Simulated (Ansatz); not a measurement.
Reaction (silylene formation by 1,1-elimination): `[SiH3]C1=C(Cl)B1` → `ClC1=CB1` + `[SiH2]`

Computed with Ansatz on PBE0-D4/def2-TZVP structures; ΔE is electronic, products minus reactants. CCSD(T)/CBS adds triple-zeta CCSD(T) − MP2 to the extrapolated MP2 energy (def2 sets, frozen cores). This one scheme is used for every species. Functionals use def2-TZVPP. B3LYP here is the variant with VWN-RPA as its local correlation; programs differ in this.

```csv
level,ΔE (kcal/mol)
B97M-V,59.4
B3LYP-D4,60.2
BHLYP-D4,62.3
BLYP,54.2
RPA@PBE/def2-TZVPP,55.2
MP2/def2-TZVPP,64.6
SCS-MP2/def2-TZVPP,61.8
HF/CBS(def2),56.6
```

Q: What does CCSD(T)/CBS give? (Estimate.)

A: Computed: +61.1 kcal/mol. The listed levels differ from it by -1.7, -0.9, 1.2, -6.9, -5.9, 3.5, 0.7, -4.5 kcal/mol.

Largest T1 diagnostic among the species: 0.014.

Leaving LDA and LC-ωPBE aside and taking each functional with its dispersion term where it has one, the values, not all of them listed here, spread over 7.7 kcal/mol, from BLYP-D4 to r2SCAN0-D4. LDA lies +7.6 kcal/mol from PBE without D4. From PBE to PBE0 (25 % exact exchange), in def2-TZVPP and without D4, ΔE moves by +1.9 kcal/mol. At CCSD(T), def2-SVP lies −3.5 kcal/mol from the extrapolated value and def2-TZVPP −1.6 kcal/mol.
